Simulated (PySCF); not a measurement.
Electron correlation in Ir (iridium, neutral)

[Xe] 4f14 5d7 6s2, high-spin 4F determinant. Calculation: PySCF 2.14, in ANO-RCC-VTZP; scalar relativity by spin-free X2C-1e. Frozen: [Kr] 4d10 4f14; 17 electrons correlated.

| level | correlation energy (mhartree) |
| --- | --- |
| CCSD | -471.74 |
| (T) | -16.80 |
| CCSD(T) | -488.54 |

Diagnostics: T1 = 0.018, D1 = 0.0827, largest double amplitude 0.080.

Spin-orbit coupling, absent here, splits the open shell strongly.

Cost of the coupled-cluster step: roughly 19 core-seconds, for 17 correlated electrons.
